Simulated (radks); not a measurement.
Q: S IV, 13 electrons, occupied as [Ne] 3s2 4s1 (not the ground configuration). All-electron calculation, scalar-relativistic Kohn-Sham, LDA (Slater exchange, Perdew-Wang correlation), spin-unpolarised, spherical densities, finite nucleus; Fermi nuclear charge, rms radius 3.2611 fm. Program: a radial shooting solver on a logarithmic mesh with Libxc functionals. Some entries of the table are withheld. Estimate them.

| orbital | occ. | eigenvalue (hartree) | <r^2> (bohr^2) |
|---|---|---|---|
| 1s | 2 | -90.01331 | 0.01270 |
| 2s | 2 | (1) | 0.2730 |
| 2p | 6 | -7.59033 | (2) |
| 3s | 2 | -2.10965 | 2.511 |
| 4s | 1 | -0.80832 | 12.58 |

A: 
(1) 2s eigenvalue (hartree): -9.57536
(2) 2p <r^2> (bohr^2): 0.2423
